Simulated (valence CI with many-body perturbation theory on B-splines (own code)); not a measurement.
**Te⁺: calculated level list**

Level of theory: valence CI with perturbative core correlation (CI+MBPT): five valence electrons over a frozen Dirac-Fock core [Kr] 4d10, a basis of 9 s, 9 p, 8 d, 6 f, 3 g, 1 h functions for each j, with the one-electron correlation potential Σ1, the two-electron term Σ2, the three-electron term Σ3, Breit, model QED; selected CI, second order for the rest, scaled by the run's own slope (own B-spline code, finite nucleus).

Set against measurement, 14 paired levels are off by 107 cm⁻¹ on average, the worst by 342. These come from a selection out of the NIST Handbook of Basic Atomic Spectroscopic Data. Levels without a partner in it may be off by more. Among the levels kept, up to 1100 cm⁻¹ of a level comes from second order outside the variational space, and about a tenth of that is noise between levels of different J, which matters for small intervals.

Levels 1 to 45 of 50, with energies above the lowest level, 5s2 5p3 4S°_3/2. "Leading %" is the weight of the configuration and term that name the level; weights of strongly mixed levels are sums over their largest components and can fall short. In the jj column 3d3/2^4 stands for four electrons in 3d with j = 3/2.

```
No.  Configuration  Term    J  E (eV)  Leading %                     Leading jj      g
  1        5s2 5p3   4S°  3/2   0.000         89      5s^2 5p1/2^2 5p3/2 (44 %)  1.948
  2        5s2 5p3   2D°  3/2   1.266         78      5s^2 5p1/2 5p3/2^2 (53 %)  0.917
  3        5s2 5p3   2D°  5/2   1.536         94      5s^2 5p1/2 5p3/2^2 (94 %)  1.200
  4        5s2 5p3   2P°  1/2   2.545         94      5s^2 5p1/2 5p3/2^2 (94 %)  0.666
  5        5s2 5p3   2P°  3/2   2.976         75            5s^2 5p3/2^3 (82 %)  1.270
  6         5s 5p4    4P  5/2   8.785         74      5s 5p1/2^2 5p3/2^2 (62 %)  1.585
  7         5s 5p4    4P  3/2   9.243         72        5s 5p1/2 5p3/2^3 (58 %)  1.706
  8         5s 5p4    4P  1/2   9.421         68      5s 5p1/2^2 5p3/2^2 (26 %)  2.637
  9     5s2 5p2 6s    4P  1/2   9.733         68         5s^2 5p1/2^2 6s (75 %)  2.289
 10     5s2 5p2 5d    2P  3/2  10.143         23      5s^2 5p1/2^2 5d3/2 (43 %)  1.041
 11     5s2 5p2 6s    4P  3/2  10.262         72     5s^2 5p1/2 5p3/2 6s (75 %)  1.523
 12     5s2 5p2 6s    2P  1/2  10.374         62     5s^2 5p1/2 5p3/2 6s (78 %)  1.046
 13     5s2 5p2 5d    4F  5/2  10.529         64      5s^2 5p1/2^2 5d5/2 (40 %)  1.091
 14     5s2 5p2 5d    4F  3/2  10.547         46  5s^2 5p1/2 5p3/2 5d3/2 (45 %)  0.870
 15     5s2 5p2 6s    4P  5/2  10.620         66     5s^2 5p1/2 5p3/2 6s (65 %)  1.489
 16         5s 5p4    2D  3/2  10.745         30     5s^2 5p1/2 5p3/2 6s (28 %)  0.939
 17         5s 5p4    2D  5/2  10.810         36        5s 5p1/2 5p3/2^3 (31 %)  1.259
 18     5s2 5p2 5d    4F  7/2  10.881         76  5s^2 5p1/2 5p3/2 5d5/2 (77 %)  1.263
 19     5s2 5p2 5d    4D  1/2  10.993         48  5s^2 5p1/2 5p3/2 5d3/2 (73 %)  0.353
 20     5s2 5p2 5d    2F  5/2  11.011         69  5s^2 5p1/2 5p3/2 5d3/2 (69 %)  0.940
 21     5s2 5p2 6s    2P  3/2  11.021         30     5s^2 5p1/2 5p3/2 6s (39 %)  1.169
 22     5s2 5p2 5d    4F  9/2  11.206         82  5s^2 5p1/2 5p3/2 5d5/2 (61 %)  1.310
 23     5s2 5p2 5d    2F  7/2  11.241         44  5s^2 5p1/2 5p3/2 5d3/2 (42 %)  1.254
 24     5s2 5p2 5d    4D  3/2  11.412         56      5s^2 5p3/2^2 5d3/2 (30 %)  1.128
 25     5s2 5p2 5d    4D  1/2  11.476         43      5s^2 5p3/2^2 5d5/2 (33 %)  0.416
 26     5s2 5p2 5d    4D  5/2  11.492         51  5s^2 5p1/2 5p3/2 5d5/2 (49 %)  1.242
 27     5s2 5p2 6p   4D°  1/2  11.642         47      5s^2 5p1/2^2 6p1/2 (78 %)  0.792
 28     5s2 5p2 6s    2D  5/2  11.771         69         5s^2 5p3/2^2 6s (65 %)  1.274
 29     5s2 5p2 6s    2D  3/2  11.814         55         5s^2 5p3/2^2 6s (72 %)  0.976
 30     5s2 5p2 6p   4D°  3/2  11.910         47      5s^2 5p1/2^2 6p3/2 (73 %)  1.321
 31     5s2 5p2 5d    4D  7/2  11.956         39      5s^2 5p3/2^2 5d5/2 (66 %)  1.244
 32     5s2 5p2 6p   2S°  1/2  12.110         47  5s^2 5p1/2 5p3/2 6p1/2 (70 %)  1.253
 33     5s2 5p2 5d    4P  5/2  12.318         59  5s^2 5p1/2 5p3/2 5d3/2 (26 %)  1.513
 34     5s2 5p2 6p   4D°  3/2  12.337         38  5s^2 5p1/2 5p3/2 6p1/2 (79 %)  1.256
 35     5s2 5p2 6p   4D°  5/2  12.400         74  5s^2 5p1/2 5p3/2 6p3/2 (86 %)  1.394
 36     5s2 5p2 5d    2G  7/2  12.499         69  5s^2 5p1/2 5p3/2 5d3/2 (28 %)  0.963
 37     5s2 5p2 5d    4P  3/2  12.505         52  5s^2 5p1/2 5p3/2 5d3/2 (30 %)  1.548
 38     5s2 5p2 5d    2S  1/2  12.529         44  5s^2 5p1/2 5p3/2 5d3/2 (37 %)  2.080
 39     5s2 5p2 6p   2D°  3/2  12.538         49  5s^2 5p1/2 5p3/2 6p3/2 (86 %)  1.309
 40     5s2 5p2 6p   4P°  1/2  12.557         72  5s^2 5p1/2 5p3/2 6p3/2 (67 %)  2.329
 41     5s2 5p2 5d    2G  9/2  12.647         82      5s^2 5p3/2^2 5d5/2 (61 %)  1.136
 42     5s2 5p2 5d    4P  1/2  12.669         52      5s^2 5p3/2^2 5d3/2 (24 %)  2.292
 43     5s2 5p2 6p   2D°  5/2  12.676         43  5s^2 5p1/2 5p3/2 6p1/2 (68 %)  1.310
 44     5s2 5p2 5d    2D  3/2  12.688         61  5s^2 5p1/2 5p3/2 5d5/2 (46 %)  0.953
 45     5s2 5p2 5d    2D  5/2  12.755         41  5s^2 5p1/2 5p3/2 5d5/2 (36 %)  1.099
```

Names give the largest LS component (configuration and term), which can be under half, so a name can repeat, a term be missing and a line seem to break the LS rules; names also repeat where a configuration has a term twice.

The ionisation energy to 5s2 5p2 3P_0 of the next ion comes out as 18.197 eV (NIST: 18.6 ± 0.4 eV (measured)). All 50 levels together are meant to be complete up to 13.317 eV.
